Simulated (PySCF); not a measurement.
## Vibration and rotation of YS

UHF-CCSD(T) constants of YS, ²Σ⁺ (doublet), unpaired electrons σ ↑ (PySCF, spin-free X2C with a Gaussian nucleus, basis sets Y x2c-TZVPPall, S x2c-TZVPPall; masses 88.9058 and 31.9721 u):

| Property | Result |
| --- | --- |
| ωe | 490.1 cm⁻¹ |
| ωexe | 1.2 cm⁻¹ |
| Be | 0.13624 cm⁻¹ |
| αe | 0.000432 cm⁻¹ |
| D (centrifugal) | 4.21e-08 cm⁻¹ |
| De to Y (4d1 5s2) + S | 5.17 eV |

Give the vibrational terms G(v) and spacings up to v = 6.

G(v) = ωe(v+½) − ωexe(v+½)².

| v | G(v) (cm⁻¹) | G(v) − G(v−1) | Bv (cm⁻¹) |
| --- | --- | --- | --- |
| 0 | 244.8 |  | 0.1360 |
| 1 | 732.5 | 487.7 | 0.1356 |
| 2 | 1217.8 | 485.3 | 0.1352 |
| 3 | 1700.7 | 482.9 | 0.1347 |
| 4 | 2181.2 | 480.5 | 0.1343 |
| 5 | 2659.2 | 478.1 | 0.1339 |
| 6 | 3135.0 | 475.7 | 0.1334 |

How well does the Morse estimate ωe²/(4ωexe) reproduce De, and what is D0?

It gives 6.20 eV, 120 % of the computed De. D0 = De − G(0) = 5.17 − 0.03 = 5.14 eV.

Correlated steps freeze 19 core orbitals. These are scalar-relativistic numbers at best; spin–orbit coupling would shift them, the dissociation energy most. The state is the lowest single determinant that the PBE0 search found; with open d or f shells the true ground state can be another one.
